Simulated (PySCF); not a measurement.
Structure from 2D NMR

Compound of formula C7H16N2Si. Correlations simulated from computed shifts and the bond graph:

HSQC (one-bond C–H):
```csv
δH,δC
3.48,60.0
3.13,60.0
2.65,49.4
2.31,33.3
1.24,24.7
1.22,27.8
1.02,20.3
```

COSY cross peaks (H two or three bonds apart, from the bond graph; peaks can be absent where the dihedral angle is near 90°):
```csv
δH,δH
3.48,3.13
3.48,2.65
3.13,2.65
2.65,1.02
2.31,1.24
2.31,1.22
```

HMBC (two and three bonds, from the bond graph):
```csv
δH,δC
4.87,60.0
3.48,"161.0, 49.4, 20.3"
3.13,"161.0, 49.4, 20.3"
2.65,"161.0, 60.0, 33.3, 20.3"
2.31,"161.0, 49.4, 27.8, 24.7"
1.24,"161.0, 33.3, 27.8"
1.22,"161.0, 33.3, 24.7"
1.02,"161.0, 60.0, 49.4"
```

Carbons without hydrogens: δ 161.0.

All values are calculated (PySCF 2.14): σ from GIAO-PBE/pcSseg-1, coordinates at the PBE0-D3(BJ)/def2-SVP level. One conformer, no solvent model, equivalent nuclei averaged, no relativistic terms.

Chemical shifts δ = σref − σ; TMS for $^{1}$H (31.20 ppm) and $^{13}$C (180.03 ppm), all at this level.

Exchangeable hydrogens are left out of these lists.

Question: Which molecule is this?

Answer: `CC(C)C1=NN([SiH3])C[C@@H]1C`.

Atom-mapped SMILES (the numbers label the heavy atoms): `[CH3:1][CH:2]([CH3:3])[C:4]1=[N:5][N:6]([SiH3:7])[CH2:8][C@@H:9]1[CH3:10]`. Hydrogens are named by the atom that carries them. Ha(C8) is cis to C10 on the ring; Hb(C8) is trans to C10 on the ring.

δC 161.0 is C4, a C=N carbon. δC 60.0 is C8, an sp3 CH2 bonded to N (δH 3.48, 3.13). δC 49.4 is C9, an sp3 CH in a ring (δH 2.65). δC 33.3 is C2, an sp3 CH (δH 2.31). δC 27.8 is C3, a methyl carbon (δH 1.22). δC 24.7 is C1, a methyl carbon (δH 1.24). δC 20.3 is C10, a methyl carbon (δH 1.02). HMBC from δH 3.48 reaches the proton-free carbon C4. HMBC from δH 3.13 reaches the proton-free carbon C4. HMBC from δH 2.65 reaches the proton-free carbon C4. HMBC from δH 2.31 reaches the proton-free carbon C4. COSY links 3.48–3.13, 3.48–2.65, 3.13–2.65, 2.65–1.02, 2.31–1.24, 2.31–1.22.

The shifts were computed for this structure.

Shifts are as computed. Against solution values, carbons near 30 ppm lie about +2 ppm off and those near 130 ppm about +2 ppm. Of 1211 compounds with measured shifts, 218 miss one by over three times the rms of a fit or turn the order of signals round; such compounds aren't used in these exercises.
